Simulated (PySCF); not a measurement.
Computed shifts of a molecule C₃H₁₄Si₃, PBE/pcSseg-1 in PySCF, GIAO, gas phase, atoms alike by connectivity averaged where their shifts nearly agree, in ppm (number of nuclei): ²⁹Si: -58.5 (1), -68.6 (1), -70.5 (1). ¹³C: 25.0 (1), 21.2 (1), 16.9 (1). ¹H: 4.25 (6), 4.20 (3), 1.67 (1), 1.50 (1), 1.37 (1), 1.10 (1), 0.83 (1). References: ²⁹Si against TMS (σ = 335.4 ppm); ¹³C against TMS (σ = 182.0 ppm); ¹H against TMS (σ = 31.49 ppm), references at their B3LYP-D3(BJ)/def2-TZVP geometries, non-relativistic. Geometry optimised at B3LYP-D3(BJ)/def2-SVP. Other conformers were not sampled.

Task: Which molecule gave these data?
A) [SiH3]CCC[SiH2][SiH3]
B) [SiH3]CC([SiH3])C[SiH3]
C) C[SiH2][Si@@H](C)C[SiH3]
D) C[SiH2][SiH2]CC[SiH3]

Result: B, [SiH3]CC([SiH3])C[SiH3]
